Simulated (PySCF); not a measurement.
thallium atom (Tl), doublet (core potentials on Tl); B97M-V/def2-TZVP run with PySCF.

PySCF was given this input:
```python
from pyscf import gto, scf, dft

mol = gto.M(
    atom='''
Tl    0.000000    0.000000    0.000000
''',
    basis='def2-tzvp',
    ecp={'Tl': 'def2-tzvp'},
    charge=0,
    spin=1,
    verbose=4,
)

mf = dft.UKS(mol)
mf.xc = 'b97m_v'
mf.kernel()
```

The log (banner, timings and long lists left out):

```
PySCF version 2.14.0

[INPUT] verbose = 4
[INPUT] num. atoms = 1
[INPUT] num. electrons = 21
[INPUT] charge = 0
[INPUT] spin (= nelec alpha-beta = 2S) = 1
[INPUT] symmetry False subgroup None
[INPUT] Mole.unit = angstrom
[INPUT] Symbol           X                Y                Z      unit          X                Y                Z       unit  Magmom
[INPUT]  1 Tl     0.000000000000   0.000000000000   0.000000000000 AA    0.000000000000   0.000000000000   0.000000000000 Bohr   0.0

nuclear repulsion = 0
number of shells = 16
number of NR pGTOs = 91
number of NR cGTOs = 50
basis = def2-tzvp
ecp = {'Tl': 'def2-tzvp'}

******** <class 'pyscf.dft.uks.UKS'> ********
method = UKS
initial guess = minao
damping factor = 0
level_shift factor = 0
DIIS = <class 'pyscf.scf.diis.CDIIS'>
diis_start_cycle = 1
diis_space = 8
diis_damp = 0
SCF conv_tol = 1e-09
SCF conv_tol_grad = None
SCF max_cycles = 50
direct_scf = True
direct_scf_tol = 1e-13
number electrons alpha = 11  beta = 10
XC library pyscf.dft.libxc version 7.1.2
    S. Lehtola, C. Steigemann, M. J. T. Oliveira, and M. A. L. Marques,  SoftwareX 7, 1–5 (2018)
XC functionals = b97m_v
    N. Mardirossian and M. Head-Gordon,  J. Chem. Phys. 142, 074111 (2015)
radial grids:
    Treutler-Ahlrichs [JCP 102, 346 (1995); DOI:10.1063/1.469408] (M4) radial grids

becke partition: Becke, JCP 88, 2547 (1988); DOI:10.1063/1.454033
pruning grids: <function nwchem_prune>
grids dens level: 3
symmetrized grids: False
atomic radii adjust function: <function treutler_atomic_radii_adjust>
** Following is NLC and NLC Grids **
NLC functional = b97m_v
radial grids:
    Treutler-Ahlrichs [JCP 102, 346 (1995); DOI:10.1063/1.469408] (M4) radial grids

becke partition: Becke, JCP 88, 2547 (1988); DOI:10.1063/1.454033
pruning grids: <function nwchem_prune>
grids dens level: 3
symmetrized grids: False
atomic radii adjust function: <function treutler_atomic_radii_adjust>
small_rho_cutoff = 0
Set gradient conv threshold to 3.16228e-05
tot grids = 22928
tot grids = 22928
init E= -142.246159154512

cycle= 1 E= -172.029237566941  delta_E= -29.8  |g|=    1  |ddm|= 6.57
cycle= 2 E= -171.841748036909  delta_E= 0.187  |g|= 1.34  |ddm|=  3.5
cycle= 3 E= -172.490159513052  delta_E= -0.648  |g|= 0.0274  |ddm|= 1.56
cycle= 4 E= -172.490438894863  delta_E= -0.000279  |g|= 0.00667  |ddm|= 0.0895
cycle= 5 E= -172.49047551579  delta_E= -3.66e-05  |g|= 0.000783  |ddm|= 0.0292
cycle= 6 E= -172.490476202158  delta_E= -6.86e-07  |g|= 3.6e-05  |ddm|= 0.00388
cycle= 7 E= -172.490476203371  delta_E= -1.21e-09  |g|= 3.86e-06  |ddm|= 0.000153
cycle= 8 E= -172.490476203388  delta_E= -1.72e-11  |g|= 3.08e-07  |ddm|= 2.2e-05
Extra cycle  E= -172.490476203388  delta_E= -1.42e-13  |g|= 1.98e-07  |ddm|= 3.41e-06
converged SCF energy = -172.490476203388  <S^2> = 0.75078895  2S+1 = 2.0007888
```
